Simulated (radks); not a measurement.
Spherical quantum dot in the effective-mass picture: electrons in a parabolic well V = omega^2 r^2 / 2 with omega = 2.28, all in effective atomic units (hartree* = m*/eps^2 hartree, bohr* = eps/m* bohr), one dielectric constant everywhere. Calculated with a radial shooting solver with Libxc functionals: non-relativistic Kohn-Sham, LDA (Slater exchange, Perdew-Wang correlation), spin-polarised, spherical densities. Levels are named by radial order and angular momentum (1s, 1p, 1d, 2s, ...), and open shells are averaged over m. Results are scaled to m* = 0.034 and eps = 16.1, for which hartree* = 3.569 meV and bohr* = 25.06 nm.

N = 26, configuration 1s2 1p6 1d10 2s2 1f(up 6, down 0). This is the lowest configuration that the search found. Occupied and some empty levels:

| level | occupation | eigenvalue (meV) | <r> (nm) |
|---|---|---|---|
| 1s up | 1 | 75.413 | 26.08 |
| 1s down | 1 | 75.624 | 25.71 |
| 1p up | 3 | 79.653 | 33.12 |
| 1p down | 3 | 79.980 | 32.88 |
| 1d up | 5 | 84.316 | 38.15 |
| 1d down | 5 | 84.708 | 38.04 |
| 2s up | 1 | 85.078 | 33.66 |
| 2s down | 1 | 85.361 | 33.82 |
| 1f up | 6 | 89.371 | 42.14 |
| 1f down | 0 | 89.789 | 42.13 |
| 2p up | 0 | 90.589 | 37.88 |
| 2p down | 0 | 90.861 | 37.99 |
| 1g up | 0 | 94.774 | 45.52 |
| 1g down | 0 | 95.194 | 45.58 |
| 2d up | 0 | 96.331 | 41.80 |
| 2d down | 0 | 96.608 | 41.86 |

Energy (meV): total 1462.18, kinetic 224.47, external 563.51, Hartree 740.26, exchange-correlation -66.058.
